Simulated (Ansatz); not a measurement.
Species: sum formula BHCl (charge +1, singlet). 
Geometry from a B3LYP-D3(BJ)/def2-TZVP (Ansatz, an electronic-structure program) optimisation:
```xyz
3

B      0.0000     0.0000    -1.1260
Cl     0.0000     0.0000     0.4663
H      0.0000     0.0000    -2.2967
```
Charge +1, spin multiplicity 1.

Basis-set convergence of Hartree-Fock and MP2 correlation energies (hartree) with Ansatz. Valence correlation only, unless marked. Spin-orbit coupling is left out. No relativistic terms.

| basis | functions | E(HF) | E(corr, MP2) |
|---|---|---|---|
| def2-SVP | 37 | -484.29758 | -0.19935 |
| def2-TZVPP | 87 | -484.48571 | -0.25923 |
| def2-QZVPP | 157 | -484.49958 | -0.28208 |

Extrapolating the two largest sets (X = 3 and 4) as X^-3: E(corr) = (64·(-0.28208) - 27·(-0.25923))/37 = -0.2988 Eh, an estimate of the basis-set limit. The largest set recovers 94.4 % of it, the smallest 66.7 %.
